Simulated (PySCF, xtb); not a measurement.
C₆H₆N, SMILES Nc1cc[c]cc1, multiplicity 2. The values are those of a single conformer.

Harmonic wavenumbers (cm⁻¹) from GFN2-xTB (xtb) at its own minimum, in rising order: 224, 326, 348, 372, 439, 503, 566, 578, 626, 760, 804, 818, 874, 890, 972, 1033, 1084, 1120, 1168, 1244, 1288, 1289, 1409, 1441, 1504, 1558, 1597, 3055, 3056, 3075, 3077, 3454, 3505.

**Question.** What does r2SCAN-D4/def2-SVP run with PySCF give at its own minimum? (An estimate is asked for; the answer gives what the named calculation found.)

**Answer.** 234, 324, 387, 404, 472, 523, 539, 611, 685, 789, 800, 818, 916, 937, 982, 1050, 1067, 1123, 1161, 1288, 1321, 1398, 1432, 1490, 1613, 1638, 1644, 3158, 3159, 3180, 3182, 3576, 3688. Paired by order, the mean absolute difference is 50 cm⁻¹ and the zero-point energies are 63.0 and 65.2 kcal/mol.
